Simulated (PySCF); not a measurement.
In(Me)2(Et) (C4H11In), SMILES C[CH2][In]([CH3])[CH3].

Coordinates come from a PBE0-D3(BJ)/def2-SVP optimisation. The isomer is the one that the SMILES or the coordinates give; other isomers of the formula were not compared. The def2 effective core potentials stand for the cores of In; spin–orbit coupling is left out. The values are those of a single conformer.

Method: PySCF with ωB97X/def2-TZVP.

The molecule is in vacuum.

```yaml
total_energy: -349.21458 hartree
highest_occupied_level: -8.87 eV
lowest_empty_level: 0.82 eV
orbital_gap: 9.69 eV
dipole_moment: 0.17 D
quadrupole, principal values (traceless, Buckingham form, about the centre of nuclear charge): -4.68, -2.64, 7.32 D·Å
mean_static_polarisability: 87.2 bohr³ (12.93 Å³)
polarisability_principal_values: 66.3, 92.7, 102.7 bohr³
```
